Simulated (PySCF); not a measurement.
# Correlation energy of C²⁺ (carbon, charge +2)

Starting occupation: [He] 2s2. Calculation: PySCF 2.14, in an uncontracted even-tempered set (19 s from 0.015 bohr⁻², ratio 2.6; 12 p from 0.019 bohr⁻², ratio 2.6; 9 d from 0.02 bohr⁻², ratio 2.8; 5 f from 1.1 bohr⁻², ratio 2.8); X2C-1e with screened-nucleus spin-orbit coupling, Gaussian nucleus. Frozen: nothing; 4 electrons correlated; the 30 highest virtual spinors left out.

MP2 pair energies summed by pair of shells (mhartree):

```tsv
pair	energy	share (%)
2s1/2-2s1/2	-45.82	48.3
1s1/2-1s1/2	-39.85	42.1
1s1/2-2s1/2	-9.10	9.6
```

Total MP2 correlation energy: -94.76 mhartree.

The virtual space was cut to 56 spinors, which keep -83.49 of the -94.76 mhartree of MP2 correlation.

| level | correlation energy (mhartree) |
| --- | --- |
| CCSD | -115.07 |
| (T) | -0.47 |
| CCSD(T) | -115.54 |

Diagnostics: T1 = 0.0062, largest double amplitude 0.153.

Is a single reference adequate?

Not fully. A double-excitation amplitude exceeds 0.15, a sign of near-degeneracy.

The coupled-cluster values are those of the cut space; adding the MP2 remainder, -11.27 mhartree, estimates the full space.
